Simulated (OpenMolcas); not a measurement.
Mo3+ with 5 ligands (water, chloride on the axis) in trigonal bipyramidal coordination (D3h) at 1.99 Å, the axial distance 2.384 Å. Ligand basis ANO-RCC-VDZP.
```
Mo    0.0000    0.0000    0.0000
O     1.9900    0.0000    0.0000
H     2.5670    0.7797    0.0000
H     2.5670   -0.7797    0.0000
O    -0.9950    1.7234    0.0000
H    -0.6082    2.6129    0.0000
H    -1.9588    1.8332    0.0000
O    -0.9950   -1.7234    0.0000
H    -1.9588   -1.8332    0.0000
H    -0.6082   -2.6129    0.0000
Cl    0.0000    0.0000    2.3840
Cl    0.0000    0.0000   -2.3840
```

| Quantity | Value |
| --- | --- |
| Program | OpenMolcas 26.06 |
| Method | SS-CASPT2, IPEA 0.25 Eh, imaginary shift 0.1 Eh (closed shells correlated: 4s 4p and the ligand valence shells) |
| Basis | ANO-RCC-VDZP [6s5p3d1f] |
| Scalar Hamiltonian | DKH2, point nucleus |
| Active space | 3 electrons in 5 orbitals (4d) |
| State averaging | 2S+1 = 4 even, 10 roots; 2S+1 = 2 even, 40 roots |
| Spin-orbit coupling | RASSI with atomic mean-field integrals over the reference wave functions |

(1) What is the spin-free ground state?

(2) Where is the first state of the same spin?

(3) What are the lowest two levels with spin-orbit coupling?

(4) What is χT at 300 K, and how does it compare with the textbook value?

Answers

(1) A state of multiplicity 4, 2-fold in its orbital part; it has the highest spin that d3 allows.

(2) A 2-fold state lies at 3750 cm-1 above the ground state.

(3) A 2-fold level with g = 0.01, 0.01, 3.16, then a 2-fold level 340 cm-1 above it. Their leading multiplicities are 4 (99 %) and 4 (99 %).

(4) The lowest level has 2S+1 = 4, for which the spin-only value is χT = S(S+1) / 2 = 1.875 cm3 K/mol (g = 2). The computed 0.933 at 300 K differs by -0.942, through orbital momentum, spin-orbit coupling and any other state in reach.

Roots that are degenerate in the reference are averaged as groups; the widest CASPT2 spread within a group is 51 cm-1 (the 2-fold group of multiplicity 2 near 24400 cm-1 above the lowest state of its run). Shifts and gaps below about the spread of the groups concerned are not significant. Over all roots computed the reference weight is 0.70 to 0.72; a low but even weight reflects the number of correlated electrons. An orbital doublet at a regular site is open to a Jahn-Teller distortion, which this geometry leaves out. The least metal-like active orbital is 71 % on the metal (Löwdin) and no ligand orbital is active, so the numbers are rough. Ligand-to-metal charge-transfer states are missing. With no ligand orbital active B as a rule stays too high, so bands that hang on it stand too high and its fall with covalency is understated. No measured value stands beside these numbers; the geometry was imposed, not optimised, and the real ion may take another.
